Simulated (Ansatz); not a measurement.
Species: H₂BSeO, charge 0, doublet. H2BSeO (SMILES O[B][SeH], doublet).
B3LYP-D3(BJ)/def2-TZVP minimum from Ansatz (a program for electronic structure):
```xyz
5

B      0.2182    -0.4957     1.1387
O      1.3864    -1.1447     1.2260
H      1.5768    -1.5328     2.0864
Se    -0.3570     0.3625    -0.5189
H     -1.6221     0.8428     0.0536
```
Charge 0, spin multiplicity 2.

Quantity: atomisation energy (electronic, to ground-state atoms), in kJ/mol. Radicals and triplets start from unrestricted determinants; spin-orbit coupling is neglected. Correlated methods leave the cores frozen (noble-gas shells, and filled d and f shells in the p block). No relativity. CBS(X,Y): correlation extrapolated as X^-3, Hartree-Fock from the larger set. A bracket is a step between two methods taken in the basis named. For partners of very few electrons the exact lower level stands in for a higher one.

CCSD(T)/CBS(cc-pVTZ,cc-pVQZ) + [CCSDT(Q) - CCSD(T)]/cc-pVDZ (Ansatz) gives 1639.3 kJ/mol.

How far off this value is PBE/def2-TZVPD (Ansatz), in which direction, and how far these levels: r2SCAN/def2-TZVPD, B3LYP/def2-TZVPD, PBE0/def2-TZVPD, wB97M-V/def2-TZVPD, CCSD(T)/CBS(cc-pVTZ,cc-pVQZ)?

PBE gives 1700.5 kJ/mol, 61.2 kJ/mol above it. Differences of the others: r2SCAN/def2-TZVPD (Ansatz) 41.9; B3LYP/def2-TZVPD (Ansatz) -4.4; PBE0/def2-TZVPD (Ansatz) 12.0; wB97M-V/def2-TZVPD (Ansatz) -0.5; CCSD(T)/CBS(cc-pVTZ,cc-pVQZ) (Ansatz) -2.9 kJ/mol.
